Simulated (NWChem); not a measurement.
Species: KF; SMILES [F][K]

```xyz
2

K      0.0000     0.0000    -0.7084
F      0.0000     0.0000     1.4306
```
Atoms are numbered in this order, from 1.

Results from NWChem. Pople sets run with spherical d functions. STO-3G and 3-21G are far too small for this property and stand as cheap habits. Coordinates come from a PBE0/def2-SVP optimisation. Vertical excitations in the gas phase; the lowest state need not have the same character in each row.

Question: Taking PBE0/def2-TZVPD, TDA as the yardstick, which of these has the fewest basis functions while keeping “lowest excitation, singlet (eV)” within 0.1 eV of it: PBE0/3-21G, TDA; PBE0/def2-SVPD, TDA; PBE0/def2-TZVP, TDA; PBE0/def2-SVP, TDA; PBE0/6-31G*, TDA; PBE0/6-31+G*, TDA?

Answer: PBE0/def2-SVPD, TDA (a larger set in the list lies outside the tolerance).
```json
[
 {"level": "PBE0/3-21G, TDA", "basis functions": "26", "lowest excitation, singlet (eV)": "1.95"},
 {"level": "PBE0/6-31G*, TDA", "basis functions": "36", "lowest excitation, singlet (eV)": "3.04"},
 {"level": "PBE0/def2-SVP, TDA", "basis functions": "38", "lowest excitation, singlet (eV)": "3.69"},
 {"level": "PBE0/6-31+G*, TDA", "basis functions": "44", "lowest excitation, singlet (eV)": "4.22"},
 {"level": "PBE0/def2-SVPD, TDA", "basis functions": "50", "lowest excitation, singlet (eV)": "4.53"},
 {"level": "PBE0/def2-TZVP, TDA", "basis functions": "64", "lowest excitation, singlet (eV)": "4.41"},
 {"level": "PBE0/def2-TZVPD, TDA", "basis functions": "76", "lowest excitation, singlet (eV)": "4.58"}
]
```

The yardstick is one finite set, not the basis-set limit.
